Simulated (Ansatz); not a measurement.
Ansatz results at the PBE0-D4/def2-TZVP geometry: LUMO energy (PBE/def2-TZVPP) -1.30 eV; HOMO–LUMO gap (PBE/def2-TZVPP) 5.45 eV; HOMO energy (ωB97M-V/def2-TZVPP) -10.52 eV.

(1) Which molecule gave them?
A. `CC1[SiH2]C1=O`
B. `FB1CCC1`
C. `B/C=C/CF`
D. `C[CH]1[O][AlH]1`

## Answers

(1) B. The others give `CC1[SiH2]C1=O`: -2.47, 2.64, -8.50; `C[CH]1[O][AlH]1`: -1.88, 3.19, -8.41; `B/C=C/CF`: -2.98, 4.21, -10.44.
